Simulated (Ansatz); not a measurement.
Basis-set extrapolation for C3H9AlSi (`C[C@H]1[AlH][Si@@H]1C`) (PBE0-D4/def2-TZVP geometry, frozen core, the Gaussian-basis code of Ansatz). Multiplicity 1, RHF reference.

|  | def2-TZVPP | def2-QZVPP |
| --- | --- | --- |
| HF | -649.695402 | -649.716454 |
| MP2 correlation | -0.725846 | -0.772825 |
| CCSD(T) correlation | -0.818260 | not run |

Energies in hartree. Use E(X) = E(∞) + A·exp(−7.88·√X) for Hartree–Fock and E(X) = E(∞) + B·X^(−2.97) for correlation, with X = 3 and 4, and add CCSD(T) minus MP2 of the smaller set to the MP2 limit.

What is the CCSD(T) energy at the basis-set limit?

HF limit: -649.716454 + (-0.021052) × 0.13774 = -649.71935. MP2 limit: -0.772825 + (-0.046979) × 0.74074 = -0.80762. Higher-order term: -0.818260 − (-0.725846) = -0.09241. Total: -650.61938 hartree, 66.3 kcal/mol below CCSD(T)/def2-TZVPP.
